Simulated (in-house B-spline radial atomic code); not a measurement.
Configurations of Se VIII (Se7+), with energies counted from [Ar] (3d3/2)4 (3d5/2)5. Computed with a B-spline radial code for spherical atoms: Dirac-Hartree-Fock, average of each configuration as written, Fermi nucleus of rms radius 4.14 fm. Energies include first-order Breit, QED and recoil terms.

Occupations are held fixed; configurations that lie above the ionisation limit could autoionise.

```json
{"configuration": "[Ar] (3d3/2)4 (3d5/2)4 6s1", "E - E(ref) (eV)": "147.39", "highest orbital": "6s1/2", "its <r> (bohr)": "4.231"}
{"configuration": "[Ar] (3d3/2)4 (3d5/2)4 (5g9/2)1", "E - E(ref) (eV)": "151.33", "highest orbital": "5g9/2", "its <r> (bohr)": "3.431"}
{"configuration": "[Ne] 3s2 (3p1/2)2 (3p3/2)3 (3d3/2)3 (3d5/2)6 (4p1/2)1", "E - E(ref) (eV)": "194.38", "highest orbital": "4p1/2", "its <r> (bohr)": "1.513"}
{"configuration": "[Ne] 3s2 (3p1/2)1 (3p3/2)4 (3d3/2)3 (3d5/2)6 (5f7/2)1", "E - E(ref) (eV)": "265.02", "highest orbital": "5f7/2", "its <r> (bohr)": "3.758"}
{"configuration": "[Ne] 3s2 (3p1/2)1 (3p3/2)4 (3d3/2)3 (3d5/2)6 (6f7/2)1", "E - E(ref) (eV)": "276.02", "highest orbital": "6f7/2", "its <r> (bohr)": "5.777"}
{"configuration": "[Ne] 3s2 (3p1/2)2 (3p3/2)3 (3d3/2)3 (3d5/2)6 (7d5/2)1", "E - E(ref) (eV)": "276.22", "highest orbital": "7d5/2", "its <r> (bohr)": "7.324"}
```

Order these further configurations by energy, lowest first.
A. [Ar] (3d3/2)3 (3d5/2)6
B. [Ne] 3s2 (3p1/2)1 (3p3/2)4 (3d3/2)4 (3d5/2)5 (6p3/2)1
C. [Ne] 3s2 (3p1/2)1 (3p3/2)4 3d10
D. [Ne] 3s2 (3p1/2)2 (3p3/2)3 (3d3/2)3 (3d5/2)6 (5d5/2)1
E. [Ne] 3s2 (3p1/2)1 (3p3/2)4 (3d3/2)3 (3d5/2)6 (5g9/2)1

A (0.86549 eV), C (116.43 eV), D (252.19 eV), E (266.03 eV), B (267.7 eV).

How far above the reference does [Ne] 3s2 (3p1/2)1 (3p3/2)4 (3d3/2)3 (3d5/2)6 7s1 lie?

274.48 eV; its least bound orbital is 7s1/2 with <r> = 6.201 bohr.

How far above the reference does [Ne] 3s2 (3p1/2)1 (3p3/2)4 (3d3/2)4 (3d5/2)5 6s1 lie?

264.24 eV; its least bound orbital is 6s1/2 with <r> = 4.231 bohr.
